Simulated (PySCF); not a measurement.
# Reading the logs of faulty runs: AlBGeH5O

All numbers below are calculated, not measured. The program is PySCF 2.14.0, an open-source quantum chemistry code, run on an isolated molecule that a program drew, which may never have been made. The molecule is AlBGeH5O (charge 0, doublet), drawn as the SMILES string `[OH][GeH][BH][AlH2]`.

Each row is a Hartree-Fock (HF) and frozen-core CCSD(T) single point in the cc-pV(D+d)Z basis, meant for a local HF minimum. Run 1 is clean. Each other run has one planted mistake out of seven kinds, and not every kind appears here: one electron removed, one electron added, multiplicity raised by two, geometry at a saddle point, minimal basis STO-3G, one bond length entered in bohr, all coordinates scaled. The reference is restricted for singlets and unrestricted otherwise, and also for a bond in bohr. Adding or removing an electron swaps singlet and doublet. Electrons count all cores. HOMO and LUMO are orbital energies over both spins, the gradient is its largest component, and the lowest frequency (negative if imaginary) is given only where the gradient is small. Bond lengths are over the 8 bonds as drawn. T1 is the CCSD diagnostic: over 0.02 (restricted) or 0.045 (unrestricted) a single reference is doubtful. Germanium has the cc-pVDZ-PP basis, with a core potential (ECP10MDF) in place of its 10 inner electrons, and its 3s, 3p and 3d shells are frozen in CCSD(T).

Geometry of the clean run:
```xyz
9
AlBGeH5O, angstrom
O     1.0215   -2.0384   -0.6040
Ge    0.1735   -0.8484   -1.5970
B     0.9953    0.7947   -2.3016
Al   -0.2124    2.0922   -3.4816
H     0.5156   -2.7893   -0.3283
H    -1.2585   -1.3698   -1.7663
H     2.1471    0.9445   -2.0045
H     0.3301    3.4454   -4.1081
H    -1.7340    1.7261   -3.7736
```

| run | electrons | basis functions | <S^2> | HOMO (eV) | LUMO (eV) | gradient (hartree/bohr) | lowest frequency (cm^-1) | mean bond (Å) | longest bond (Å) | T1 | HF (hartree) | CCSD(T) (hartree) | mistake |
|---|---|---|---|---|---|---|---|---|---|---|---|---|---|
| 1 | 63 | 99 | 0.757 | -7.97 | -0.01 | 1.5e-05 | 70 | 1.5902 | 2.129 | 0.0187 | -637.70758 | -638.18966 | no fault |
| 2 | 64 | 99 | 0.000 | -1.37 | 5.50 | 4.4e-02 | - | 1.5902 | 2.129 | 0.0173 | -637.72921 | -638.25009 | one electron added |
| 3 | 63 | 99 | 3.771 | -5.55 | -1.39 | 4.5e-02 | - | 1.5902 | 2.129 | 0.0252 | -637.58873 | -638.05499 | ? |
| 4 | 63 | 99 | 1.582 | -8.18 | -0.22 | 2.1e-02 | - | 1.6955 | 2.129 | 0.0636 | -637.57629 | -638.04828 | ? |

**Which mistake was planted in run 3, and what did it cost?**

Electrons, basis and geometry are unchanged, and <S^2> is 3.771, beside S(S+1) = 3.75 for a multiplicity of 4. So the mistake is: multiplicity raised by two. Subtracting run 1 and multiplying by 627.51 kcal/mol a hartree, the energy moved by 74.6 kcal/mol in HF and 84.5 kcal/mol in CCSD(T).

**Which mistake was planted in run 4, and what did it cost?**

The mean bond changes by a factor of 1.066 and the longest by 1.000, so the molecule wasn't scaled as a whole. A length L in bohr read as angstrom grows by (1/0.5292 - 1) L = 0.890 L. The 8 bonds together grew by 8 x 0.1053 = 0.842 Å, which gives L = 0.947 Å. That is bond O1-H5, 0.947 Å in the clean geometry. So the mistake is: one bond length entered in bohr. Subtracting run 1 and multiplying by 627.51 kcal/mol a hartree, the energy moved by 82.4 kcal/mol in HF and 88.7 kcal/mol in CCSD(T).

Cautions from the logs. Run 4: T1 is over the limit, so its CCSD(T) energy is less reliable.
